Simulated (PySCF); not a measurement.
Ligands exchanged one at a time, Si H-F. Isolated molecules, 0 K electronic values unless said otherwise. Strings in code marks are SMILES.

Quantity: vertical ionisation energy (energy after one electron is removed minus that of the parent at the parent's geometry), in eV.

Level 1: B3LYP/6-31G* // B3LYP-D3(BJ)/def2-TZVP (PySCF)
Level 2: minus the HOMO energy of B3LYP/6-31G* // B3LYP-D3(BJ)/def2-TZVP (PySCF)
Level 3: minus the HOMO energy of HF/6-31G* // B3LYP-D3(BJ)/def2-TZVP (PySCF)
Level 4: minus the HOMO energy of PBE-D3(BJ)/def2-TZVP // B3LYP-D3(BJ)/def2-TZVP (PySCF)

```tsv
species	level 2	level 3	level 4
`F[SiH2]F`	9.48	13.60	8.38
`F[SiH](F)F`	10.74	15.30	9.57
`F[SiH3]`	9.38	13.33	8.32
```

Question: What does level 1 give for each, and how far do the other levels lie from it on average?

Answer: 
- `F[SiH2]F`: 12.50
- `F[SiH](F)F`: 13.87
- `F[SiH3]`: 12.40
Mean absolute difference from level 1, which has limits of its own, over these rows (drawn at random from the members that have all these levels): level 2 3.06 eV, level 3 1.15 eV, level 4 4.17 eV.
